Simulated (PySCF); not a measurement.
**Ionisation energy of Ho³⁴⁺ by level of theory**

Ho³⁴⁺ [Ar] 3d10 4s2 4p3 [4p1/2^2 4p3/2^1, M_J = 3/2] → Ho³⁵⁺ [Ar] 3d10 4s2 4p2 [4p1/2^2, M_J = 0], as a difference of total energies. Computed with PySCF 2.14 in an uncontracted even-tempered set (17 s from 3.5 bohr⁻², ratio 2.8; 13 p from 4.6 bohr⁻², ratio 2.8; 8 d from 8.1 bohr⁻², ratio 2.8; 4 f from 21 bohr⁻², ratio 3), with the two-component X2C-1e Hamiltonian. Correlated levels: [Ne] frozen; the 74 highest virtual spinors dropped. "Screened" scales the spin-orbit matrix elements by Boettger's factors to mimic the two-electron term; Breit and QED terms are absent.

```json
{"method": "GHF (spin-free)", "ionisation energy (eV)": "1460.9"}
{"method": "GMP2 (spin-free)", "ionisation energy (eV)": "1461.8"}
{"method": "GHF (screened spin-orbit)", "ionisation energy (eV)": "1437.9"}
{"method": "GMP2 (screened spin-orbit)", "ionisation energy (eV)": "1438.8"}
```

Breit and QED terms and the two-electron picture change are absent.

The spin-free rows relax to the high-spin LS determinant and lack the spin-orbit shift.

The labels give the starting determinants; with spin-orbit coupling the two ends relaxed to ⟨J²⟩ = 3.75, ⟨L²⟩ = 2.43, ⟨S²⟩ = 1.60 and ⟨J²⟩ = 0.00, ⟨L²⟩ = 1.36, ⟨S²⟩ = 1.36.

For comparison: 1443 ± 5 eV (theoretical estimate listed by NIST; NIST Atomic Spectra Database, ionization energies).
